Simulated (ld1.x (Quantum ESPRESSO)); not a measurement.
## Transferability test, RRKJ potential for copper

ld1.x (Quantum ESPRESSO) 7.5 input, shortened:

```
&input
   title='Cu', zed=29., rel=1, dft='PBESOL', iswitch=3,
   config='[Ar] 3d10 4s1 4p0'
 /
 &inputp
   pseudotype=2, tm=.false., rho0=0.005, lloc=-2, rcloc=1.55,
   nlcc=.true., new_core_ps=.true., rcore=0.90
 /
3
4S  1  0   1.00   0.00  2.05  2.05  0.0
3P  2  1   6.00   0.00  1.00  1.00  0.0
3D  3  2  10.00   0.00  0.90  0.90  0.0
 &test
   configts(1)='3p6 3d10 4s1 4p0'
 /
```

Energies are relative to the spin-unpolarised reference configuration 3p6 3d10 4s1 4p0; without spin polarisation the order of configurations can differ from experiment.

```tsv
valence configuration	charge	ΔE all-electron (eV)	error AE − PS (meV)
3p6 3d9 4s0 4p0	+2	29.416	-23
3p6 3d8 4s0 4p0	+3	68.408	-212
3p6 3d9 4s1 4p0	+1	11.606	-29
3p6 3d10 4s0.5 4p0	+0.5	3.154	-2.9
3p6 3d7 4s0 4p0	+4	128.083	-729
```

Task: What are ΔE and the potential's error for 3p5 3d10 4s1 4p0?

Result: ΔE = 79.400 eV all-electron; the error (AE − PS) is -56 meV.

Task: What are ΔE and the potential's error for 3p6 3d10 4s0 4p0?

Result: ΔE = 8.103 eV all-electron; the error (AE − PS) is -14 meV.

Levels in the configuration 3p6 3d9 4s1 4p0:

```tsv
level	all-electron (eV)	pseudo (eV)
3p	-86.577	-86.687
3d	-18.888	-18.952
4s	-13.585	-13.546
```
